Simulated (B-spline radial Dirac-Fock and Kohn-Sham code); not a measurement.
# Si⁺: non-radiative channels of the 2p1/2 vacancy

System: silicon as Si⁺ in the configuration [Ne] 3s2 3p1, inside a Watson sphere of charge -1 and radius 3 Å (a model of the Madelung potential; inside it an electron's potential energy is raised by 4.8 eV).

Input of the calculation (task.json; shells as n, l, electrons):

```json
{"items": [{
  "Z": 14,
  "q": 1,
  "cfg": [[1, 0, 2], [2, 0, 2], [2, 1, 6], [3, 0, 2], [3, 1, 1]],
  "A": 28,
  "rrms": 3.1224,
  "watson": [-1, 3.0],
  "do": ["binding", "quiet", "decay"],
  "holes": ["K", "L1", "L2", "L3", "M1"]
}]}
```

Launch: `python xray_run.py task.json out`

These are calculated numbers from a radial B-spline solver; the model is a relativistic independent-particle model: LDA orbitals of the hole state, radiative multipoles to third order, Auger rates from the Coulomb interaction with a continuum orbital, Dirac-Fock energies. Kinetic energies are configuration averages from the vacuum level; the two-hole energies are estimated from single-hole states. In a light atom the jj labels are a bookkeeping device: LS coupling regroups the channels of one nl pair.

| transition | kinetic energy (eV) | width (meV) | share (%) |
| --- | --- | --- | --- |
| L2-M1M1 | 68.00 | 1.13 | 13.9 |
| L2-M1M2 | 76.72 | 6.60 | 81.2 |
| L2-M1M3 | 76.76 | 0.395 | 4.9 |

The listed channels hold 100 % of the non-radiative rate. Summed by principal shells, of 0.00812 eV in all: LMM 100.0 %.
